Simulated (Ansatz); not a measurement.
Geometry optimisation of `[F][GaH][B](S)Cl`.

```yaml
crystal:
  periodic: [false, false, false]
  atoms:
    - {symbol: F, position_ang: [0.043980, -1.711770, 1.320810]}
    - {symbol: Ga, position_ang: [-0.313190, 0.023770, 1.194100]}
    - {symbol: B, position_ang: [0.040260, 0.683730, -0.763650]}
    - {symbol: S, position_ang: [0.621200, -0.442180, -2.005060]}
    - {symbol: Cl, position_ang: [-0.244700, 2.325410, -1.094290]}
    - {symbol: H, position_ang: [-0.802810, 0.647310, 2.568480]}
    - {symbol: H, position_ang: [0.655260, -1.526260, -1.220400]}
basis:
  gaussian: {orbitals: def2-TZVP}
hamiltonian: {xc: pbe0, dispersion: d4}
relax: {f_tol: 0.005, max_steps: 150}
```

```sh
$ ansatz run in.yaml --threads 4 --pin off --events-out ev --progress --plain --max-ram 10444MiB
```

It prints (some lines left out):

```
Functional definition: PBE0
  name "PBE0"
  cite "Adamo & Barone, J. Chem. Phys. 110, 6158 (1999) doi:10.1063/1.478522"
  cite "Perdew, Burke & Ernzerhof, Phys. Rev. Lett. 77, 3865 (1996) doi:10.1103/PhysRevLett.77.3865"
  parent pbe
  parameter a = 0.25
  parameter kappa = 0.804
  parameter beta = 0.06672455060314922
  exchange = (1 - a)*pbe_x(kappa = kappa, mu = beta*pi^2/3) + a*exact_x
  correlation = pbe_c(beta = beta)
mean field -79148.40121939 eV, -2908.6500960993 hartree, gradient 3.6e-5 eV, S^2 0.000000; 0 other end points of the search recorded, 0 dependent functions left out
the calculation of the forces begins
relax step   1: F+E_penalty+E_count = -79148.58618472 eV  Δ(F+E_penalty+E_count) = +0.000e0 eV  max|allowed force component| = 1.272e0 eV/Å  Δτ_max = 0.0000 Å  (29 SCF iters, accepted)
these checks for a lower state are left out or cut short: starts, cluster_reference, orbital_swaps, neighbouring_geometries, increment
mean field -79148.45227655 eV, -2908.6519724154 hartree, gradient 1.6e-5 eV, S^2 0.000000; 0 other end points of the search recorded, 0 dependent functions left out
the calculation of the forces begins
relax step   2: F+E_penalty+E_count = -79148.63743073 eV  Δ(F+E_penalty+E_count) = -5.125e-2 eV  max|allowed force component| = 6.502e-1 eV/Å  Δτ_max = 0.1094 Å  (32 SCF iters, accepted)
these checks for a lower state are left out or cut short: starts, cluster_reference, orbital_swaps, neighbouring_geometries, increment
mean field -79148.46091014 eV, -2908.6522896939 hartree, gradient 1.4e-5 eV, S^2 0.000000; 0 other end points of the search recorded, 0 dependent functions left out
the calculation of the forces begins
relax step   3: F+E_penalty+E_count = -79148.64632551 eV  Δ(F+E_penalty+E_count) = -8.895e-3 eV  max|allowed force component| = 1.775e-1 eV/Å  Δτ_max = 0.0983 Å  (32 SCF iters, accepted)
these checks for a lower state are left out or cut short: starts, cluster_reference, orbital_swaps, neighbouring_geometries, increment
mean field -79148.46469314 eV, -2908.6524287165 hartree, gradient 1.2e-5 eV, S^2 0.000000; 0 other end points of the search recorded, 0 dependent functions left out
the calculation of the forces begins
relax step   4: F+E_penalty+E_count = -79148.64995916 eV  Δ(F+E_penalty+E_count) = -3.634e-3 eV  max|allowed force component| = 1.948e-1 eV/Å  Δτ_max = 0.0705 Å  (31 SCF iters, accepted)
these checks for a lower state are left out or cut short: starts, cluster_reference, orbital_swaps, neighbouring_geometries, increment
mean field -79148.46848149 eV, -2908.6525679359 hartree, gradient 1.3e-5 eV, S^2 0.000000; 0 other end points of the search recorded, 0 dependent functions left out
the calculation of the forces begins
relax step   5: F+E_penalty+E_count = -79148.65396722 eV  Δ(F+E_penalty+E_count) = -4.008e-3 eV  max|allowed force component| = 6.516e-2 eV/Å  Δτ_max = 0.0281 Å  (32 SCF iters, accepted)
these checks for a lower state are left out or cut short: starts, cluster_reference, orbital_swaps, neighbouring_geometries, increment
mean field -79148.46873819 eV, -2908.6525773696 hartree, gradient 7.8e-6 eV, S^2 0.000000; 0 other end points of the search recorded, 0 dependent functions left out
the calculation of the forces begins
relax step   6: F+E_penalty+E_count = -79148.65422569 eV  Δ(F+E_penalty+E_count) = -2.585e-4 eV  max|allowed force component| = 1.844e-2 eV/Å  Δτ_max = 0.0050 Å  (33 SCF iters, accepted)
these checks for a lower state are left out or cut short: starts, cluster_reference, orbital_swaps, neighbouring_geometries, increment
mean field -79148.46874134 eV, -2908.6525774854 hartree, gradient 7.8e-6 eV, S^2 0.000000; 0 other end points of the search recorded, 0 dependent functions left out
the calculation of the forces begins
relax step   7: F+E_penalty+E_count = -79148.65425677 eV  Δ(F+E_penalty+E_count) = -3.108e-5 eV  max|allowed force component| = 7.045e-3 eV/Å  Δτ_max = 0.0043 Å  (33 SCF iters, accepted)
these checks for a lower state are left out or cut short: starts, cluster_reference, orbital_swaps, neighbouring_geometries, increment
mean field -79148.46872700 eV, -2908.6525769583 hartree, gradient 7.9e-5 eV, S^2 0.000000; 0 other end points of the search recorded, 0 dependent functions left out
the calculation of the forces begins
relax step   8: F+E_penalty+E_count = -79148.65425121 eV  Δ(F+E_penalty+E_count) = +5.568e-6 eV  max|allowed force component| = 7.572e-3 eV/Å  Δτ_max = 0.0017 Å  (23 SCF iters, rejected (line search))
these checks for a lower state are left out or cut short: starts, cluster_reference, orbital_swaps, neighbouring_geometries, increment
mean field -79148.46873563 eV, -2908.6525772754 hartree, gradient 3.4e-5 eV, S^2 0.000000; 0 other end points of the search recorded, 0 dependent functions left out
the calculation of the forces begins
relax step   9: F+E_penalty+E_count = -79148.65426058 eV  Δ(F+E_penalty+E_count) = -3.807e-6 eV  max|allowed force component| = 2.602e-4 eV/Å  Δτ_max = 0.0008 Å  (21 SCF iters, accepted)
mean field -79148.46873563 eV, -2908.6525772754 hartree, gradient 3.4e-5 eV, S^2 0.000000; 1 other end points of the search recorded, 0 dependent functions left out
the calculation of the forces begins
Total energy: -79148.65429125 eV, -2908.6593963188 hartree
Atom 0 at     0.076420    -1.705614     1.198800 Å, force    -0.000050     0.000147    -0.000160 eV/Å
Atom 1 at    -0.316142     0.031212     1.202474 Å, force     0.000069    -0.000171    -0.000260 eV/Å
Atom 2 at     0.026844     0.724574    -0.739006 Å, force    -0.000005    -0.000101     0.000184 eV/Å
Atom 3 at     0.599542    -0.458981    -1.930896 Å, force     0.000086    -0.000227    -0.000005 eV/Å
Atom 4 at    -0.214342     2.381324    -1.251316 Å, force    -0.000077     0.000092     0.000059 eV/Å
Atom 5 at    -0.789009     0.532992     2.600686 Å, force    -0.000014     0.000144     0.000171 eV/Å
Atom 6 at     0.616687    -1.505496    -1.080752 Å, force    -0.000010     0.000116     0.000011 eV/Å
Dipole moment:    -0.048918     0.203021     0.011960 e Å
```

It took 35 s on 4 threads of an Arm Neoverse V2 on a shared host, with 0.62 GiB of host memory at the peak.
